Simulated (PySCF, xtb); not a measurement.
Mg(iPr)(OH) (C3H8MgO), SMILES C[CH](C)[Mg][OH]. The values are those of a single conformer.

Harmonic wavenumbers (cm⁻¹) from GFN2-xTB run with xtb at its own minimum, in rising order: 19, 72, 167, 210, 237, 264, 365, 374, 398, 444, 721, 933, 944, 957, 986, 1141, 1154, 1184, 1315, 1401, 1416, 1481, 1484, 1493, 1502, 2912, 2921, 2939, 2981, 2987, 2992, 3002, 3744.

### Question
What does PBE-D3(BJ)/def2-SVP (PySCF 2.14.0) give at its own minimum? (The exact figures need the calculation; the answer reports its results.)

### Answer
13, 87, 91, 179, 215, 225, 254, 265, 352, 445, 783, 872, 882, 922, 952, 1076, 1119, 1146, 1277, 1333, 1348, 1402, 1417, 1423, 1431, 2906, 2907, 2939, 2986, 2987, 3026, 3027, 3905. Paired by order, the mean absolute difference is 47 cm⁻¹ and the zero-point energies are 64.5 and 63.2 kcal/mol.
